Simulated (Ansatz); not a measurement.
glyoxal (C₂H₂O₂), singlet, at a GFN2-xTB geometry; Ansatz (an electronic-structure program) with CCSD(T)/3-21G.

Input for Ansatz:
Ansatz 0.2 input:
```yaml
crystal:
  periodic: [false, false, false]
  atoms:
    - {symbol: C, position_ang: [0.02026430, 0.75833993, 0.00748046]}
    - {symbol: C, position_ang: [-0.02026430, -0.75833993, -0.00748046]}
    - {symbol: O, position_ang: [1.03960208, 1.38537393, 0.03158832]}
    - {symbol: H, position_ang: [-0.97907997, 1.22841153, -0.00597192]}
    - {symbol: O, position_ang: [-1.03960208, -1.38537393, -0.03158832]}
    - {symbol: H, position_ang: [0.97907997, -1.22841153, 0.00597192]}
basis:
  gaussian:
    orbitals: 3-21G.json
magnetization: {spin_polarized: false}
correlation: {method: ccsd_t, electrons: all}
```
The basis file holds 3-21G in the JSON format of the Basis Set Exchange.

Output, abridged:

```
Functional definition: HF
466 factors; integrals over basis functions are off by at most 9.2e-4 eV
mean field evaluation 1: about -6126.9553 eV, gradient 4.2e1 eV
mean field evaluation 2: about -6126.9526 eV, gradient 4.2e1 eV
mean field evaluation 4: about -6130.8072 eV, gradient 3.2e0 eV
mean field evaluation 8: about -6130.8801 eV, gradient 9.0e-2 eV
mean field evaluation 16: about -6130.8719 eV, gradient 1.2e0 eV
mean field -6130.88009413 eV, -225.3056877997 hartree, gradient 8.7e-6 eV, S^2 0.000000; 0 other end points of the search recorded, 0 dependent functions left out; unrestricted orbitals would lower it
reference -6130.88009413 eV, -225.3056877997 hartree; 15, 15 occupied and 25, 25 virtual orbitals, 466 factors
second order -11.65632884 eV of doubles, -0.00000000 eV of singles
cycle   1  -11.37368169 eV  change    2.8e-1 eV  update   1.1e-1
cycle   2  -11.82800608 eV  change   -4.5e-1 eV  update   3.5e-2
cycle   3  -11.96747412 eV  change   -1.4e-1 eV  update   1.7e-2
cycle   4  -11.96283589 eV  change    4.6e-3 eV  update   3.8e-3
cycle   5  -11.96598894 eV  change   -3.2e-3 eV  update   1.5e-3
cycle   6  -11.96690741 eV  change   -9.2e-4 eV  update   5.3e-4
cycle   7  -11.96634291 eV  change    5.6e-4 eV  update   2.3e-4
cycle   8  -11.96638337 eV  change   -4.0e-5 eV  update   8.5e-5
cycle   9  -11.96645574 eV  change   -7.2e-5 eV  update   3.0e-5
cycle  10  -11.96643700 eV  change    1.9e-5 eV  update   1.1e-5
perturbative correction -0.39761684 eV, -0.0146121495 hartree
Total energy: -6143.24414798 eV, -225.7600583978 hartree
```
